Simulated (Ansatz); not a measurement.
`N[SiH](O)O` and `N[Si](O)(O)[TeH]` differ in one atom or group.

Ansatz, PBE0-D4/def2-TZVP geometries, multiplicity 1. Each molecule was computed in one conformer, which needn't be the lowest.

Elements past krypton have def2 core potentials.

| property | `N[SiH](O)O` |
| --- | --- |
| HOMO–LUMO gap (PBE/def2-TZVPP) / eV | 6.11 |
| HOMO–LUMO gap (B3LYP/def2-TZVPP) / eV | 7.80 |
| LUMO energy (PBE0/def2-TZVPP) / eV | 0.66 |
| HOMO energy (PBE/def2-TZVPP) / eV | -6.29 |
| ideal-gas entropy at 298 K and 1 bar (rigid rotor, harmonic PBE0-D4/def2-TZVP) / J/(mol·K) | 314 |
| HOMO energy (B3LYP/def2-TZVPP) / eV | -7.53 |

Task: What does the change do to each property? (An estimate is asked.)

Result: Computed: 
| property | `N[Si](O)(O)[TeH]` | shift |
| --- | --- | --- |
| HOMO–LUMO gap (PBE/def2-TZVPP) / eV | 4.26 | -1.85 |
| HOMO–LUMO gap (B3LYP/def2-TZVPP) / eV | 5.67 | -2.13 |
| LUMO energy (PBE0/def2-TZVPP) / eV | -0.18 | -0.84 |
| HOMO energy (PBE/def2-TZVPP) / eV | -5.26 | 1.03 |
| ideal-gas entropy at 298 K and 1 bar (rigid rotor, harmonic PBE0-D4/def2-TZVP) / J/(mol·K) | 381 | 67 |
| HOMO energy (B3LYP/def2-TZVPP) / eV | -6.10 | 1.43 |

With PBE0 the HOMO rises by 1.45 eV and the LUMO falls by 0.84 eV, so the gap narrows by about 2.29 eV. PBE moves the HOMO by 1.03 eV and ωB97M-V by 1.75 eV. The zero-point energy changes by -2.8 kJ/mol with +3 modes.

B3LYP here is the variant with VWN-RPA as its local correlation; programs differ in this.

Spin–orbit coupling is left out; it splits and shifts lone-pair levels of the heavy atoms by tenths of an eV.
